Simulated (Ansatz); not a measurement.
```yaml
crystal:
  periodic: [false, false, false]
  atoms:
    - {symbol: V, position_ang: [0.312465, 0.071185, 0.212450]}
    - {symbol: O, position_ang: [0.325618, 0.044533, 1.846080]}
    - {symbol: O, position_ang: [1.775734, 0.434153, -0.417406]}
    - {symbol: O, position_ang: [-0.915402, 1.351349, -0.366280]}
    - {symbol: H, position_ang: [-0.576540, 1.774467, -1.174418]}
    - {symbol: O, position_ang: [-0.216106, -1.609065, -0.403001]}
    - {symbol: H, position_ang: [-0.705771, -2.066611, 0.302566]}
basis:
  gaussian: {orbitals: def2-SVPD}
total_charge: -1
hamiltonian: {xc: {name: B2PLYP}}
accuracy: high
outputs: {forces: true}
output: {forces: true}
```

```sh
$ ansatz run in.yaml --threads 4 --pin off --events-out ev --progress --plain --max-ram 3916MiB
```

It prints (some lines left out):

```
Error: YAML parse error: error: line 16 column 1: unknown field `outputs`, expected one of crystal, accuracy, basis, kpoints, hamiltonian, magnetization, projection, total_charge, correlation, batch, efield, external_charges, scf, relax, neb, saddle, md, ramp, phonons, dielectric, real_time, elastic, magnetic_configurations, gw, evaluate, workflow, output, checkpoint, execution
14 | hamiltonian: {xc: {name: B2PLYP}}
15 | accuracy: high
16 | outputs: {forces: true}
17 | output: {forces: true}
```

In this input the input holds a key that doesn't belong there. The input was rejected before any iteration.
